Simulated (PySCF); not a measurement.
Ba⁴⁰⁺ (barium, charge +40) across methods

[Ne] 3s2 3p4, high-spin 3P determinant. All numbers are calculated (PySCF 2.14, no relativity, point nucleus, in an uncontracted even-tempered set (16 s from 6.9 bohr⁻², ratio 2.5; 10 p from 9 bohr⁻², ratio 2.5; 5 d from 40 bohr⁻², ratio 2.7; 4 f from 60 bohr⁻², ratio 2.7)).

```csv
method,E (hartree),mean ε 3s β (eV),mean ε 3p α (eV),mean ε 3p β (eV),Σ⟨r²⟩ (bohr²),⟨S²⟩
PBE,-6506.56,-3024.9,-2936.1,-2921.3,0.5975,2.000
PBE0,-6506.66,-3035.2,-2947.0,-2931.4,0.5977,2.000
UHF,-6506.26855,-3064.1,-2978.0,-2959.7,0.5981,2.001
M06,-6506.90,-3036.4,-2947.8,-2930.7,0.5973,2.000
r2SCAN,-6506.95,-3027.1,-2939.9,-2923.4,0.5979,2.001
B3LYP,-6506.90,-3033.2,-2944.9,-2929.6,0.5976,2.000
LDA,-6500.61,-3023.6,-2934.6,-2919.6,0.5979,2.000
```

A non-relativistic calculation at this Z misses sizeable relativistic shifts. Spin-orbit coupling is strong in this species (close to jj coupling), so the high-spin LS determinant is a model state, not a physical level.
